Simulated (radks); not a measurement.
Polarisability of the calcium ion Ca5+, [Ne] 3s2 3p3, at imaginary frequency. Method: non-relativistic Kohn-Sham, LB94 model potential, spin-polarised, spherical densities, point nucleus; open shells are filled with parallel spins first; computed with a radial shooting solver on a logarithmic mesh with Libxc functionals. Response by self-consistent Sternheimer equations with the Hartree and adiabatic LDA kernel.

w (hartree)  alpha1(iw) (bohr^3)
0.00266                    1.704
0.0143                     1.703
0.0360                     1.702
0.0697                     1.698
0.118                      1.688
0.186                      1.665
0.280                      1.619
0.413                      1.534
0.605                      1.388
0.892                      1.159
1.35                      0.8516
2.12                      0.5219
3.59                      0.2567
6.94                     0.09820
17.5                     0.02547

Static values: alpha1 = 1.704 bohr^3 (0.2524 angstrom^3; uncoupled 2.825). C6 = 2.989, triple-dipole C9 = 3.671 atomic units. One-pole (London) frequency 4 C6 / (3 alpha1^2) = 1.373 hartree, against 3.897 for minus the highest occupied eigenvalue.
